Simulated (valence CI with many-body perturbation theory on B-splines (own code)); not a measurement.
## Ce19+: input, log and results

Calculated by valence CI with perturbative core correlation (CI+MBPT): three valence electrons over a frozen Dirac-Fock core [Kr], radial functions for each j: 9 s, 9 p, 10 d, 8 f, 5 g, 3 h, 1 i, with the one-electron correlation potential Σ1 (screened to all orders), the two-electron term Σ2, the three-electron term Σ3, Breit, model QED; selected single and double excitations, second order for the rest (own B-spline code, finite nucleus).

Command, and the settings that its task file holds:

```sh
python run_cv.py task.json out
```

```
atom Ce  Z=58  mass_number=140  rms_radius_fm=4.8771
core [Kr]
valence 4d3
avg = 1
basis = L
breit = 1
cap = 40000
capref = 1200
cscale = 1
de = 0.0
dress = 0
eps = 2e-08
h = 0.27
hh = 1
l2 = 3
lcore = 6
maxit = 60
n2 = 5
natural = 1
nlev = 60
nno = [6, 6, 7, 6, 4, 3, 1]
nroot = 26
nsp = [3, 3, 3, 2, 1, 0, 0]
pt2 = 1
qed = 1
rpa = 1
s1 = 1
s2 = 1
s3 = 1
screen = 1
tol = 2e-05
```

(1) Roughly how long does this run take on one core of Intel(R) Xeon(R) Platinum 8488C (Sapphire Rapids), and how much memory?

Log. The first blocks belong to the next ion, which gives the ionisation energy. Fields: 2J, parity (1 odd), roots, reference size, generating configurations, candidates as configurations/state functions, variational space P, stored matrix elements, Davidson steps; e2 is the range of second-order energies in hartree. The first line gives the box (bohr), its intervals, the orbitals and the steps of their self-consistent field. Window is the range of levels sought, series limit the energy at which the first omitted orbital would enter, core excitation an estimate of the first excitation out of the core, left out the lowest levels not solved, and shifts from estimates the range by which levels moved from their first estimate, all in cm⁻¹.

```
rmax 7.5 intervals 61 orbitals 81 references ['4d3', '4d2 4f', '4d2 5s', '4d2 5p'] scf 4 t 1.9
2J=4 par=0 roots 2 ref 43 generators 3 cand 1141/1141 P 833/833 nnz 0 it 0
2J=4 par=0 roots 2 ref 43 generators 8 cand 351/351 P 999/999 nnz 0 it 0
   second order: generators 9 cand 185/185 e2 -0.00000 -0.00000
2J=6 par=0 roots 2 ref 39 generators 3 cand 1144/1144 P 731/731 nnz 0 it 0
2J=6 par=0 roots 2 ref 39 generators 10 cand 452/452 P 900/900 nnz 0 it 0
   second order: generators 16 cand 283/283 e2 -0.00000 -0.00000
2J=0 par=0 roots 2 ref 14 generators 4 cand 347/347 P 332/332 nnz 0 it 0
2J=0 par=0 roots 2 ref 14 generators 6 cand 29/29 P 352/352 nnz 0 it 0
   second order: generators 6 cand 9/9 e2 -0.00000 -0.00000
reference levels 672, estimated 19, window 160860 1/cm; series limit 3021233, core excitation 772713
2J=3 par=0 roots 5 ref 70 generators 9 cand 5070/12835 P 1960/5229 nnz 7.1e+06 it 5
2J=3 par=0 roots 5 ref 70 generators 10 cand 4045/10176 P 2598/7001 nnz 1.1e+07 it 5
   second order: generators 10 cand 3407/8404 e2 -0.00002 -0.00001
2J=5 par=0 roots 5 ref 84 generators 4 cand 4038/12169 P 2023/6344 nnz 1.1e+07 it 5
2J=5 par=0 roots 5 ref 84 generators 8 cand 4286/13309 P 2662/8444 nnz 1.6e+07 it 6
   second order: generators 10 cand 5078/15751 e2 -0.00002 -0.00001
2J=7 par=0 roots 3 ref 80 generators 3 cand 5485/18162 P 1878/6005 nnz 9.4e+06 it 4
2J=7 par=0 roots 3 ref 80 generators 6 cand 4395/14737 P 2441/7862 nnz 1.5e+07 it 5
   second order: generators 8 cand 5335/18293 e2 -0.00003 -0.00001
2J=9 par=0 roots 3 ref 68 generators 4 cand 3661/11908 P 1759/5499 nnz 8.2e+06 it 4
2J=9 par=0 roots 3 ref 68 generators 8 cand 4183/13666 P 2230/7100 nnz 1.3e+07 it 5
   second order: generators 10 cand 5233/17874 e2 -0.00001 -0.00001
2J=1 par=0 roots 2 ref 40 generators 4 cand 4021/6609 P 1615/2667 nnz 1.9e+06 it 4
2J=1 par=0 roots 2 ref 40 generators 6 cand 3543/5804 P 2186/3640 nnz 3.1e+06 it 4
   second order: generators 7 cand 2972/4831 e2 -0.00001 -0.00001
2J=11 par=0 roots 1 ref 44 generators 1 cand 1681/4542 P 1244/3561 nnz 4e+06 it 4
2J=11 par=0 roots 1 ref 44 generators 4 cand 4012/12241 P 1687/4939 nnz 6.8e+06 it 4
   second order: generators 6 cand 5072/16379 e2 -0.00002 -0.00002
left out: unestimated 944932, estimated none, shifts from estimates -11 to 16
operators 3.9
```

The Davidson iterations converged.

No measured levels were compared; by estimate terms of the open shell hold to 2 to 4 % of their energy, and close levels can change places. Only levels of the ground parity were solved; by the run's estimate the other parity begins above the list, which can be wrong where configurations are misplaced.

* Valence energy: -63.95823 hartree
* Ionisation energy: 544.25 eV (NIST: 543 ± 4 eV (theoretical))
* Reference configurations for the orbitals: 4d3, 4d2 4f, 4d2 5s, 4d2 5p
* Radial orbitals: 81
* Box radius: 7.466 bohr
* Largest variational space: 8444
* Lowest levels: 4d³ ⁴F_3/2 0.0, 4d³ ⁴F_5/2 21076, 4d³ ⁴F_7/2 34960, 4d³ ⁴P_3/2 38912, 4d³ ⁴F_9/2 41616, 4d³ ⁴P_1/2 45546, 4d³ ²G_7/2 64816, 4d³ ²H_9/2 68030, 4d³ ⁴P_5/2 68302, 4d³ ²D_3/2 [a] 78627, 4d³ ²P_1/2 83208, 4d³ ²H_11/2 87558, 4d³ ²D_5/2 [a] 94933, 4d³ ²F_5/2 103140 cm⁻¹

Names give the largest LS component (configuration and term), which can be under half, so a name can repeat, a term be missing and a line seem to break the LS rules; names also repeat where a configuration has a term twice. Letters in brackets count levels of one name in rising energy.

## Answers

(1) 64 s on 1 thread of Intel(R) Xeon(R) Platinum 8488C (Sapphire Rapids) (shared host), peak memory 0.6 GiB.
